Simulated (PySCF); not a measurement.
C₄H₆OSe, SMILES O=C1CC[C@@H]1[SeH].

Coordinates come from a B3LYP-D3(BJ)/def2-SVP optimisation. The structure was generated by enumeration; whether it is a known compound was not checked. The values are those of a single conformer.

Computed with PySCF with TDA-PBE/def2-SVPD.

Vertical excitations. Isolated molecule, no solvent.

```tsv
state	energy (eV)	λ (nm)	f	main pairs
S1	3.25	381	0.016	HOMO→LUMO 98 %
S2	3.97	312	0.001	HOMO−1→LUMO 98 %
S3	4.71	263	0.001	HOMO→LUMO+1 99 %
S4	5.33	233	0.011	HOMO→LUMO+2 95 %
S5	5.48	226	0.038	HOMO−1→LUMO+1 92 %
S6	5.80	214	0.004	HOMO→LUMO+3 95 %
S7	5.99	207	0.001	HOMO→LUMO+4 96 %
S8	6.03	206	0.018	HOMO−1→LUMO+2 77 %
S9	6.09	203	0.053	HOMO→LUMO+5 74 %, HOMO−1→LUMO+2 13 %
S10	6.31	197	0.003	HOMO−3→LUMO 96 %
T1	2.84	436	0	HOMO→LUMO 99 %
T2	3.58	346	0	HOMO−1→LUMO 98 %
T3	4.43	280	0	HOMO→LUMO+1 98 %
T4	5.00	248	0	HOMO→LUMO+2 97 %
```
Triplets are in the Tamm–Dancoff approximation.
